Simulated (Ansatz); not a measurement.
```yaml
crystal:
  periodic: [false, false, false]
  atoms:
    - {symbol: N, position_ang: [-0.866232, 0.394814, 1.116086]}
    - {symbol: Si, position_ang: [0.435849, -0.158712, 0.213245]}
    - {symbol: O, position_ang: [0.912406, 0.680590, -1.182981]}
    - {symbol: C, position_ang: [0.406173, -0.566791, -1.553797]}
    - {symbol: O, position_ang: [0.272516, -1.018619, -2.636708]}
    - {symbol: H, position_ang: [-1.746512, 0.682054, 0.722903]}
    - {symbol: H, position_ang: [-0.828802, 0.483647, 2.117150]}
    - {symbol: H, position_ang: [1.506700, -0.554184, 1.148302]}
basis:
  gaussian: {orbitals: cc-pVDZ, point_charges: [{charge: 2.00, position_ang: [4.673, -0.805, -0.460]}]}
magnetization: {spin_polarized: true, initial_magnetization: 1}
hamiltonian: {xc: {name: r2SCAN}}
output: {forces: true}
```

```sh
$ ansatz run in.yaml --threads 2 --pin off --events-out ev --progress --plain --max-ram 4352MiB
```

It prints (some lines left out):

```
Error: a molecule whose nuclei and cores have a total charge of 46 cannot have a net charge of 0 together with 1 unpaired electrons
```

Problem. What is wrong with this run?

Solution. The number of unpaired electrons doesn't fit the electron count. The program refused the input.
